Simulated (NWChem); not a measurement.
System: SbF5; SMILES [F][Sb]([F])([F])([F])[F]

Here is an NWChem input.

```
start job
memory heap 200 mb stack 900 mb global 1100 mb
geometry units angstroms noautoz
  Sb    -0.000469    -0.000280     0.000000
  F      0.000921     0.000798     1.893773
  F      0.000921     0.000798    -1.893773
  F      1.820455     0.484594     0.000000
  F     -1.334907     1.330105     0.000000
  F     -0.492061    -1.819284     0.000000
end
basis spherical
  Sb library def2-tzvp
  F library def2-tzvp
end
ecp
  Sb library def2-ecp
end
dft
  xc xpbe96 cpbe96
  iterations 150
  semidirect filesize 400000000
  mulliken
end
task dft gradient
```

Parts of the log:

```
             Northwest Computational Chemistry Package (NWChem) 7.3.0
             --------------------------------------------------------

 CS  symmetry detected

                             Geometry "geometry" -> ""
                             -------------------------

 Output coordinates in angstroms (scale by  1.889725989 to convert to a.u.)

  No.       Tag          Charge          X              Y              Z
 ---- ---------------- ---------- -------------- -------------- --------------
    1 Sb                  51.0000     0.00022847     0.00013246     0.00000000
    2 F                    9.0000     0.00169427     0.00110488    -1.89377300
    3 F                    9.0000     0.00169427     0.00110488     1.89377300
    4 F                    9.0000     1.85198461     0.34922587     0.00000000
    5 F                    9.0000    -1.23233110     1.42542048     0.00000000
    6 F                    9.0000    -0.62433670    -1.77760672     0.00000000

 Effective nuclear repulsion energy (a.u.)     790.2068176971

      Symmetry information
      --------------------

 Group name             Cs
 Group number              2
 Group order               2
 No. of unique centers     5

 Summary of "ao basis" -> "ao basis" (spherical)
 ------------------------------------------------------------------------------
       Tag                 Description            Shells   Functions and Types
 ---------------- ------------------------------  ------  ---------------------
 Sb                        def2-tzvp                16       50   6s5p3d2f
 F                         def2-tzvp                11       31   5s3p2d1f

      Symmetry analysis of basis
      --------------------------

        a'        127
        a"         78

            General Information
            -------------------
          SCF calculation type: DFT
          Wavefunction type:  closed shell.
          No. of atoms     :     6
          No. of electrons :    68
           Alpha electrons :    34
            Beta electrons :    34
          Charge           :     0
          Spin multiplicity:     1
          Use of symmetry is: on ; symmetry adaption is: on
          Maximum number of iterations: 150
          AO basis - number of functions:   205
                     number of shells:    71
          Convergence on energy requested:  1.00D-06
          Convergence on density requested:  1.00D-05
          Convergence on gradient requested:  5.00D-04

              XC Information
              --------------
          PerdewBurkeErnzerhof Exchange Functional  1.000
            Perdew 1991 LDA Correlation Functional  1.000 local
           PerdewBurkeErnz. Correlation Functional  1.000 non-local

             Grid Information
             ----------------
          Grid used for XC integration:  medium
          Radial quadrature: Mura-Knowles
          Angular quadrature: Lebedev.
          Tag              B.-S. Rad. Rad. Pts. Rad. Cut. Ang. Pts.
          ---              ---------- --------- --------- ---------
          Sb                  1.45      123           7.0       590
          F                   0.50       49          10.0       434
          Grid pruning is: on
          Number of quadrature shells:   319
          Spatial weights used:  Erf1

      Superposition of Atomic Density Guess
      -------------------------------------

 Sum of atomic energies:        -774.72404038

      Non-variational initial energy
      ------------------------------

 Total energy =    -736.551397
 1-e energy   =   -1987.894051
 2-e energy   =     814.277826
 HOMO         =      -0.622261
 LUMO         =      -0.146557

      Symmetry analysis of molecular orbitals - initial
      -------------------------------------------------

  Numbering of irreducible representations:

     1 a'          2 a"

  Orbital symmetries:

     1 a'          2 a'          3 a'          4 a"          5 a'
     6 a'          7 a"          8 a'          9 a'         10 a'
    11 a'         12 a'         13 a'         14 a"         15 a"
    16 a"         17 a'         18 a'         19 a'         20 a'
    21 a"         22 a'         23 a'         24 a"         25 a"
    26 a'         27 a'         28 a'         29 a'         30 a'
    31 a"         32 a'         33 a"         34 a"         35 a'
    36 a'         37 a'         38 a"         39 a'         40 a'
    41 a"         42 a'         43 a'         44 a"

------------------------------------------------------------
EAF file 0: "./job.aoints.0" size=238551040 bytes
------------------------------------------------------------
               write      read    awrite     aread      wait
               -----      ----    ------     -----      ----
     calls:      455         0         0         0         0
   data(b): 2.39e+08  0.00e+00  0.00e+00  0.00e+00
   time(s): 0.00e+00  0.00e+00  0.00e+00  0.00e+00  0.00e+00
rate(mb/s): 0.00e+00  0.00e+00
------------------------------------------------------------

     ---------------------------------------------
      Total Density - Mulliken Population Analysis
     ---------------------------------------------

    Atom       Charge   Shell Charges
 -----------   ------   -------------------------------------------------------
    1 Sb  23    20.01   0.15 -0.62  1.50  0.96  0.58  0.17 -0.45  6.41  0.50  0.32  0.07  9.07  1.03  0.17  0.15  0.01
    2 F    9     9.60   0.77  1.20  0.61  1.02  0.34  2.35  2.35  0.96  0.00  0.00  0.00
    3 F    9     9.60   0.77  1.20  0.61  1.02  0.34  2.35  2.35  0.96  0.00  0.00  0.00
    4 F    9     9.59   0.77  1.20  0.61  1.01  0.34  2.34  2.34  0.97  0.00  0.00  0.00
    5 F    9     9.59   0.77  1.20  0.61  1.01  0.34  2.34  2.34  0.97  0.00  0.00  0.00
    6 F    9     9.59   0.77  1.20  0.61  1.01  0.34  2.34  2.34  0.97  0.00  0.00  0.00

   convergence    iter        energy       DeltaE   RMS-Dens  Diis-err
 ---------------- ----- ----------------- --------- --------- ---------
 d= 0,ls=0.0,diis     1   -739.0356593529 -1.18D+03  1.79D-02  2.84D+00
 d= 0,ls=0.0,diis     2   -738.2797354988  7.56D-01  1.02D-02  1.26D+01
 d= 0,ls=0.0,diis     3   -739.3155153664 -1.04D+00  1.32D-03  5.28D-02
 d= 0,ls=0.0,diis     4   -739.3122245224  3.29D-03  8.98D-04  9.01D-02
 d= 0,ls=0.0,diis     5   -739.3179691534 -5.74D-03  3.48D-04  2.06D-02
  Resetting Diis
 d= 0,ls=0.0,diis     6   -739.3196598372 -1.69D-03  2.95D-05  1.92D-04
 d= 0,ls=0.0,diis     7   -739.3196727789 -1.29D-05  1.09D-05  2.75D-06
 d= 0,ls=0.0,diis     8   -739.3196724983  2.81D-07  7.44D-06  6.53D-06

         Total DFT energy =     -739.319672498276
      One electron energy =    -1986.689422585822
           Coulomb energy =      881.648041404699
    Exchange-Corr. energy =      -71.343118708105
 Nuclear repulsion energy =      437.064827390952

 Numeric. integr. density =       67.999981486595

                  Occupations of the irreducible representations
                  ----------------------------------------------

                     irrep           alpha         beta
                     --------     --------     --------
                     a'               23.0         23.0
                     a"               11.0         11.0

                       DFT Final Molecular Orbital Analysis
                       ------------------------------------

 Vector   32  Occ=2.000000D+00  E=-3.903003D-01  Symmetry=a'
              MO Center= -2.5D-02, -1.4D-02,  2.7D-14, r^2= 4.0D+00
   Bfn.  Coefficient  Atom+Function         Bfn.  Coefficient  Atom+Function
  ----- ------------  ---------------      ----- ------------  ---------------
    56      0.330460  2 F  px                87      0.330460  3 F  px
    59      0.265287  2 F  px                90      0.265287  3 F  px
    62      0.177709  2 F  px                93      0.177709  3 F  px
   150     -0.110814  5 F  py               180     -0.100928  6 F  px
   118      0.090507  4 F  px               153     -0.089193  5 F  py

 Vector   33  Occ=2.000000D+00  E=-3.750383D-01  Symmetry=a"
              MO Center= -2.9D-01, -1.9D-01, -2.2D-13, r^2= 3.9D+00
   Bfn.  Coefficient  Atom+Function         Bfn.  Coefficient  Atom+Function
  ----- ------------  ---------------      ----- ------------  ---------------
    57      0.289549  2 F  py                88     -0.289549  3 F  py
   182     -0.249626  6 F  pz                60      0.235098  2 F  py
    91     -0.235098  3 F  py               185     -0.202457  6 F  pz
   151      0.197472  5 F  pz                63      0.160916  2 F  py
    94     -0.160916  3 F  py               154      0.160160  5 F  pz

 Vector   34  Occ=2.000000D+00  E=-3.748908D-01  Symmetry=a"
              MO Center=  2.9D-01,  1.9D-01, -1.6D-13, r^2= 3.9D+00
   Bfn.  Coefficient  Atom+Function         Bfn.  Coefficient  Atom+Function
  ----- ------------  ---------------      ----- ------------  ---------------
    56      0.289466  2 F  px                87     -0.289466  3 F  px
   120      0.258646  4 F  pz                59      0.235041  2 F  px
    90     -0.235041  3 F  px               123      0.209794  4 F  pz
   151     -0.174534  5 F  pz                62      0.160878  2 F  px
    93     -0.160878  3 F  px               126      0.144860  4 F  pz

 Vector   35  Occ=0.000000D+00  E=-1.998398D-01  Symmetry=a'
              MO Center=  1.8D-03,  1.1D-03, -7.9D-15, r^2= 3.1D+00
   Bfn.  Coefficient  Atom+Function         Bfn.  Coefficient  Atom+Function
  ----- ------------  ---------------      ----- ------------  ---------------
     6      0.794644  1 Sb s                  5      0.694743  1 Sb s
     3     -0.448342  1 Sb s                  2      0.393532  1 Sb s
     4     -0.280674  1 Sb s                 58     -0.198199  2 F  pz
    89      0.198199  3 F  pz                 1     -0.194231  1 Sb s
   118      0.191417  4 F  px               181     -0.183263  6 F  py

 Vector   36  Occ=0.000000D+00  E=-4.522866D-02  Symmetry=a'
              MO Center=  2.3D-01,  1.4D-01, -1.2D-14, r^2= 3.5D+00
   Bfn.  Coefficient  Atom+Function         Bfn.  Coefficient  Atom+Function
  ----- ------------  ---------------      ----- ------------  ---------------
    20      0.522648  1 Sb py                17      0.514978  1 Sb py
    14      0.407951  1 Sb py                11     -0.367136  1 Sb py
   179      0.193317  6 F  s                 32      0.160829  1 Sb d -2
   148     -0.155302  5 F  s                149     -0.151615  5 F  px
   119     -0.148337  4 F  py               125     -0.133600  4 F  py

 Vector   37  Occ=0.000000D+00  E=-4.447720D-02  Symmetry=a'
              MO Center= -2.3D-01, -1.4D-01, -1.6D-14, r^2= 3.5D+00
   Bfn.  Coefficient  Atom+Function         Bfn.  Coefficient  Atom+Function
  ----- ------------  ---------------      ----- ------------  ---------------
    19      0.526096  1 Sb px                16      0.514265  1 Sb px
    13      0.407804  1 Sb px                10     -0.366841  1 Sb px
   117     -0.202858  4 F  s                 36     -0.160598  1 Sb d  2
   150     -0.151946  5 F  py               118      0.137237  4 F  px
   148      0.134814  5 F  s                116     -0.132034  4 F  s

------------------------------------------------------------
EAF file 0: "./job.aoints.0" size=468713472 bytes
------------------------------------------------------------
               write      read    awrite     aread      wait
               -----      ----    ------     -----      ----
     calls:      894         7         0      6251      6251
   data(b): 4.69e+08  3.67e+06  0.00e+00  3.28e+09
   time(s): 0.00e+00  0.00e+00  0.00e+00  0.00e+00  0.00e+00
rate(mb/s): 0.00e+00  0.00e+00
------------------------------------------------------------

     ---------------------------------------------
      Total Density - Mulliken Population Analysis
     ---------------------------------------------

    Atom       Charge   Shell Charges
 -----------   ------   -------------------------------------------------------
    1 Sb  23    21.29   0.16 -0.66  1.59  0.91  1.01  0.09 -0.46  6.43  0.90  0.40  0.10  9.03  1.16  0.36  0.27  0.02
    2 F    9     9.34   0.77  1.20  0.62  0.98  0.39  2.26  2.09  1.02  0.00  0.01  0.00
    3 F    9     9.34   0.77  1.20  0.62  0.98  0.39  2.26  2.09  1.02  0.00  0.01  0.00
    4 F    9     9.34   0.77  1.20  0.62  0.98  0.39  2.26  2.09  1.03  0.00  0.01  0.00
    5 F    9     9.34   0.77  1.20  0.62  0.98  0.39  2.26  2.09  1.03  0.00  0.01  0.00
    6 F    9     9.34   0.77  1.20  0.62  0.98  0.39  2.26  2.09  1.03  0.00  0.01  0.00

     -------------------------------------------
      Total Density - Lowdin Population Analysis
     -------------------------------------------

    Atom       Charge   Shell Charges
 -----------   ------   -------------------------------------------------------
    1 Sb  23    22.15   0.00  0.01  0.87  1.02  0.60  0.30  0.07  5.42  1.08  0.70  0.32  8.47  1.69  0.95  0.64  0.01
    2 F    9     9.17   0.86  1.10  0.62  0.77  0.42  2.12  2.15  1.11  0.00  0.01  0.00
    3 F    9     9.17   0.86  1.10  0.62  0.77  0.42  2.12  2.15  1.11  0.00  0.01  0.00
    4 F    9     9.17   0.86  1.10  0.62  0.77  0.42  2.12  2.15  1.11  0.00  0.01  0.00
    5 F    9     9.17   0.86  1.10  0.62  0.77  0.42  2.12  2.15  1.11  0.00  0.01  0.00
    6 F    9     9.17   0.86  1.10  0.62  0.77  0.42  2.12  2.15  1.11  0.00  0.01  0.00

     Multipole analysis of the density
     ---------------------------------

     L   x y z        total         alpha         beta         nuclear
     -   - - -        -----         -----         ----         -------
     0   0 0 0      0.000000    -34.000000    -34.000000     68.000000

     1   1 0 0      0.001663      0.006876      0.006876     -0.012089
     1   0 1 0      0.000964      0.003986      0.003986     -0.007009
     1   0 0 1     -0.000000     -0.000000     -0.000000      0.000000

     2   2 0 0    -38.035674   -104.803019   -104.803019    171.570363
     2   1 1 0      0.000018      0.000011      0.000011     -0.000004
     2   1 0 1     -0.000000     -0.000000     -0.000000      0.000000
     2   0 2 0    -38.008731   -104.393930   -104.393930    170.779129
     2   0 1 1      0.000000      0.000000      0.000000      0.000000
     2   0 0 2    -40.563079   -135.546159   -135.546159    230.529239

            General Information
            -------------------
          SCF calculation type: DFT
          Wavefunction type:  closed shell.
          No. of atoms     :     6
          No. of electrons :    68
           Alpha electrons :    34
            Beta electrons :    34
          Charge           :     0
          Spin multiplicity:     1
          Use of symmetry is: on ; symmetry adaption is: on
          Maximum number of iterations: 150
          AO basis - number of functions:   205
                     number of shells:    71
          Convergence on energy requested:  1.00D-06
          Convergence on density requested:  1.00D-05
          Convergence on gradient requested:  5.00D-04

              XC Information
              --------------
          PerdewBurkeErnzerhof Exchange Functional  1.000
            Perdew 1991 LDA Correlation Functional  1.000 local
           PerdewBurkeErnz. Correlation Functional  1.000 non-local

[...]

                         DFT ENERGY GRADIENTS

    atom               coordinates                        gradient
                 x          y          z           x          y          z
   1 Sb      0.000432   0.000250   0.000000    0.000061   0.000018   0.000000
   2 F       0.003202   0.002088  -3.578712    0.000014   0.000011  -0.001530
   3 F       0.003202   0.002088   3.578712    0.000014   0.000011   0.001530
   4 F       3.499743   0.659941   0.000000    0.001162   0.000204   0.000000
   5 F      -2.328768   2.693654   0.000000   -0.000821   0.000887   0.000000
   6 F      -1.179825  -3.359190   0.000000   -0.000431  -0.001131   0.000000
```

Level: PBE/def2-TZVP with def2 effective core potentials on Sb. Coordinates come from a PBE0/def2-SVP optimisation. Not confirmed as a minimum by frequencies. def2 effective core potentials on Sb; no spin-orbit coupling.
